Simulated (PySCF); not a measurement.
## Os⁷⁰⁺: ionisation energy

Os⁷⁰⁺ [He] 2s2 2p2 (3P) → Os⁷¹⁺ [He] 2s2 2p1 (2P), as a difference of total energies. All numbers are calculated (PySCF 2.14, scalar relativity by spin-free X2C-1e, in an even-tempered Gaussian basis (18 s from 50 bohr⁻², ratio 2.2; 13 p from 65 bohr⁻², ratio 2.2; 5 d from 240 bohr⁻², ratio 2.4; 5 f from 360 bohr⁻², ratio 2.4; 4 g from 540 bohr⁻², ratio 2.4)). Correlated levels: nothing frozen; virtual orbitals above 40 to 60 times the deepest correlated orbital energy dropped. The calculations carry no spin-orbit coupling.

```tsv
method	ionisation energy (eV)
UHF	18539.2
LDA	18530.2
PBE	18536.5
PBE0	18537.4
r2SCAN	18543.3
MN15	18542.3
r2SCAN0	18542.5
MP2 (all electrons)	18539.3
SCS-MP2 (all electrons)	18538.9
```

Spin-orbit coupling is strong in these open shells (close to jj coupling). The scalar numbers leave it out and a first-order estimate fails, so it can dominate the gap to the real levels.

For this ion Breit and QED terms and the two-electron picture change, all absent here, outweigh the differences among the correlated methods.

For comparison: 19600 ± 60 eV (theoretical estimate listed by NIST; NIST Atomic Spectra Database, ionization energies).
